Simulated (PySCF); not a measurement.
Species: titanium dioxide, TiO2 (singlet state).
SMILES: `[O]=[Ti]=[O]`

Method used: PySCF, TDDFT CAM-B3LYP/def2-SVPD, vertical, gas phase, core orbitals frozen in the response. Geometry: PBE0-D3(BJ)/def2-SVP; no solvent, vibrations or thermal averaging.

Orbital energies (eV): HOMO-3 -10.67, HOMO-2 -10.21, HOMO-1 -9.83, HOMO -8.85, LUMO -2.21, LUMO+1 -0.94, LUMO+2 -0.74.

Computed singlets:

```csv
state,E (eV),f
S1,3.03,0.0066
S2,3.65,0.0000
S3,3.81,0.0060
S4,3.88,0.0003
S5,4.27,0.020
S6,4.36,0.0006
```

Which orbital pair leads each of S1, S2, S3, S4, S5 and S6, and how does its energy difference Δε compare with the excitation energy?

| state | leading configuration | weight | Δε (eV) | E (eV) | E − Δε (eV) | f | other configurations |
| --- | --- | --- | --- | --- | --- | --- | --- |
| S1 | HOMO→LUMO | 0.79 | 6.64 | 3.03 | -3.61 | 0.0066 | H→L+2 (19%) |
| S2 | HOMO→LUMO+1 | 0.92 | 7.91 | 3.65 | -4.26 | 0.0000 | – |
| S3 | HOMO→LUMO+2 | 0.78 | 8.12 | 3.81 | -4.30 | 0.0060 | H→L (17%) |
| S4 | HOMO-1→LUMO | 0.86 | 7.62 | 3.88 | -3.74 | 0.0003 | H-1→L+2 (10%) |
| S5 | HOMO-2→LUMO | 0.83 | 7.99 | 4.27 | -3.72 | 0.020 | H-2→L+2 (14%) |
| S6 | HOMO-1→LUMO+1 | 0.91 | 8.89 | 4.36 | -4.52 | 0.0006 | H-1→L+5 (8%) |

E − Δε runs from -4.52 to -3.61 eV. By orbital difference alone the order would be S1, S4, S2, S5, S3, S6.

Summed over the main configurations (up to three a state, each over 8%) of all 6 singlets, the electron leaves HOMO with weight 2.86, HOMO-1 with weight 1.94 and HOMO-2 with weight 0.97.
